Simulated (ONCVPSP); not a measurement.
**Rh: one change to an ONCV potential, before and after**

Rh (Z = 45), optimised norm-conserving Vanderbilt (ONCV), made with ONCVPSP 4.0.1 (LDA (Perdew-Zunger), scalar-relativistic). Core [Ar] 3d10, reference 4s2 4p6 4d8 5s0.5 (charge +0.5). Waves: 4s+5s: rc 1.90 bohr, ncon 4, nbas 7, qcut 8 1/bohr, 2 projectors; 4p: rc 1.05 bohr, ncon 4, nbas 8, qcut 6.7 1/bohr, 2 projectors, debl 2.7 Ha; 4d: rc 1.95 bohr, ncon 4, nbas 8, qcut 6.6 1/bohr, 3 projectors, debl 2.8 Ha. Local part: polynomial inside 0.85 bohr (lpopt 4, dvloc0 0 Ha). Core correction: none.

Change: d: rc 2.14.

Cutoffs: the cutoffs (Ha) at which the residual kinetic energy of the hardest occupied pseudo-wave falls to 1 and 0.1 mHa per electron; they do not see the model core or the augmentation charge, which bear on the density cutoff. Errors are all-electron minus pseudo energies relative to the spin-unpolarised reference configuration.

How do hardness, ghosts and transferability respond?

The potential gets neither clearly harder nor softer (154 Ha and 187 Ha → 154 Ha and 187 Ha); of the 4 tests that both files solve, the error grows in 2 and shrinks in 0 by more than 15 % and 0.3 meV (median size 1.3 → 3.4 meV); neither file shows a bound ghost.

| quantity | base | changed |
| --- | --- | --- |
| cutoff, loose | 154 Ha | 154 Ha |
| cutoff, tight | 187 Ha | 187 Ha |
| loose cutoff by channel | s 17 Ha, p 154 Ha, d 19 Ha | s 17 Ha, p 154 Ha, d 17 Ha |
| bound ghosts | none | none |
| GHOST(+) flags under 300 eV | s at 116.1 eV | s at 116.1 eV |
| error for 4s2 4p6 4d8 5s1, meV [ΔE -3.08 eV] | +0.7 | +0.9 |
| error for 4s2 4p6 4d8 5s0, meV [ΔE 4.71 eV] | -0.7 | -0.5 |
| error for 4s2 4p6 4d7 5s0, meV [ΔE 24.48 eV] | +1.8 | +5.9 |
| error for 4s2 4p6 4d7 5s2, meV [ΔE -0.70 eV] | +12 | +21 |
| s: phases at 1.93 bohr within 0.05 rad from the reference energy up to (Ha; the scan ends near 5) | 3.8 | 3.8 |
| p: phases at 1.07 bohr within 0.05 rad from the reference energy up to (Ha; the scan ends near 5) | to the end of the scan | to the end of the scan |
